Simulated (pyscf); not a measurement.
**H₃C–CH₂–Cd–CH₂–CH₃, singlet**

Gas-phase minimum from PySCF at ωB97X-D3(BJ)/def2-SVP, one conformer. 

SMILES: C[CH2][Cd][CH2]C
```xyz
15

C      0.7798    -1.8286     0.9422
C      0.6871    -0.4663     1.6451
Cd     0.0877     1.1442     0.3947
C     -0.5107     2.7516    -0.8602
C     -0.3954     2.4707    -2.3656
H      1.0942    -2.6324     1.6323
H     -0.1877    -2.1382     0.5120
H      1.5078    -1.8174     0.1133
H      1.6619    -0.2099     2.0966
H     -0.0202    -0.5282     2.4910
H     -1.5517     3.0200    -0.6072
H      0.0928     3.6383    -0.5969
H      0.6407     2.2374    -2.6643
H     -1.0166     1.6131    -2.6749
H     -0.7167     3.3341    -2.9760
```

Bonds (Å): C1–C2 1.536, C1–H6 1.105, C1–H7 1.103, C1–H8 1.103, C2–Cd3 2.125, C2–H9 1.104, C2–H10 1.104, Cd3–C4 2.125, C4–C5 1.536, C4–H11 1.104, C4–H12 1.104, C5–H13 1.103, C5–H14 1.103, C5–H15 1.105. Angles (°): C2–C1–H6 112.1, C2–C1–H7 112.0, C2–C1–H8 112.0, H6–C1–H7 106.8, H6–C1–H8 106.8, H7–C1–H8 106.8, C1–C2–Cd3 114.8, C1–C2–H9 109.9, C1–C2–H10 109.8, Cd3–C2–H9 108.3, Cd3–C2–H10 108.2, H9–C2–H10 105.4, C2–Cd3–C4 179.8, Cd3–C4–C5 114.8 (the first ones only).

Properties at ωB97X-D3(BJ)/def2-SVP:

| Item | Value |
|---|---|
| Harmonic wavenumbers, unscaled | 4, 64, 105, 190, 221, 241, 244, 476, 518, 588, 639, 926, 946, 964, 972, 1046, 1054, 1218, 1219, 1255, 1258, 1406, 1408, 1452, 1453, 1483, 1483, 1493, 1493, 3039, 3040, 3062, 3063, 3109, 3109, 3116, 3116, 3134, 3135 cm⁻¹ |
| Zero-point energy | 81.1 kcal/mol |
| Rotational symmetry number | 2 |
| Entropy of this conformer at 298 K and 1 atm, rigid rotor and harmonic oscillator, modes under 100 cm⁻¹ raised to 100 | 370.9 J/(mol K) |
| Dipole moment | 0.20 D |

Single-point totals, which compare only within one level:

```
level                   total energy (hartree)
----------------------  ----------------------
ωB97X-D3(BJ)/def2-TZVP              -326.39448
PBE/def2-TZVP                       -326.01084
r²SCAN/def2-TZVP                    -326.19152
B3LYP-D3(BJ)/def2-TZVP              -326.32626
PBE0-D3(BJ)/def2-TZVP               -326.03946
M06-2X/def2-TZVP                    -326.06922
ωB97M-D3(BJ)/def2-TZVP              -326.29021
```

The lowest mode is so soft that the shape along it may change with the basis. Soft torsions are taken as harmonic, which can shift the entropy by several J/(mol K). Elements past Kr carry the def2 core potentials, without spin-orbit coupling.
